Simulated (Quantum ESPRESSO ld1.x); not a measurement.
Question: Species: Co14+. Configuration: [Ne] 3s2 3p1 (the NIST ground configuration). Calculated with ld1.x of Quantum ESPRESSO 7.5: scalar-relativistic Kohn-Sham, PW91, spin-unpolarised, spherical densities, point nucleus. Some entries of the table are withheld. Estimate them.

orbital  occ.  eigenvalue (hartree)  <1/r> (bohr^-1)  r(max) (bohr)
1s          2                   (1)            27.04          0.037
2s          2              -49.1510            5.874          0.212
2p          6              -44.5359              (2)          0.171
3s          2              -16.9947            2.202            (3)
3p          1              -15.5866              (4)          0.599

Answer: 
(1) 1s eigenvalue (hartree): -295.8668
(2) 2p <1/r> (bohr^-1): 5.762
(3) 3s r(max) (bohr): 0.609
(4) 3p <1/r> (bohr^-1): 2.126
